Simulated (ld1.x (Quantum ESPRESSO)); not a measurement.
Results of a calculation; reference values are marked as such.
**Potentials for arsenic compared**

Generated with ld1.x 7.5 (TM, RRKJ, ultrasoft, PAW), atompaw 4.2 or ONCVPSP 4.0.1. The cutoff is in Ry: for ld1.x and atompaw files where the sum of valence levels is converged to 10 mRy in a Bessel basis, for ONCV files where the hardest occupied wave has 1 mHa per electron of residual kinetic energy. The error is the largest all-electron minus pseudo excitation energy over each file’s own four to seven test configurations (ionisations up to +4, promotions, holes and added fractions of an electron), all of which were solved. The labels leave out finer settings (local radius, basis sizes, second energies), which also bear on the numbers. Spin-polarised tests are not counted. The rows are a selection from randomly drawn settings: files with unsolved tests, undetermined cutoffs or missed reference levels are left out.

A true bound ghost makes a file unfit for plane-wave use even where its test errors are small: the radial tests pick states by their node count and pass the ghost by.

| potential | cutoff (Ry) | largest error (meV) | bound ghosts |
| --- | --- | --- | --- |
| TM semilocal, PBEsol, scalar-relativistic, rc 1.60/1.80 (sp), local p, core correction no, reference 4s2 4p3 | 35 | -55 | none |
| RRKJ, BP86, scalar-relativistic, rc 1.55/1.70/0.95 (spd), local s, core correction yes, reference 3d10 4s2 4p1 | 260 | -1279 | none |
| TM, LDA (PZ), scalar-relativistic, rc 1.50/2.15 (sp), local smoothed, core correction no, reference 4s1 4p4 | 18 | +21 | none |

(1) Fill in the row for As: TM semilocal, PBE, scalar-relativistic, rc 1.75/1.85/1.50 (spd), local s, core correction no, reference 4s1.5 4p3.5.

(2) Fill in the row for As: TM, LDA (PZ), fully relativistic, rc 1.60/1.95 (sp), local s, core correction no, reference 4s2 4p3.

(3) Fill in the row for As: PAW, LDA (PZ), scalar-relativistic, rc 1.45/1.50/0.85 (spd), local smoothed, core correction yes, reference 3d10 4s2 4p3.

Answers

(1) cutoff 30 Ry, largest error -35 meV, bound ghosts: none.

(2) cutoff 35 Ry, largest error +478 meV, bound ghosts: p1/2.

(3) cutoff 230 Ry, largest error -306 meV, bound ghosts: s, p.
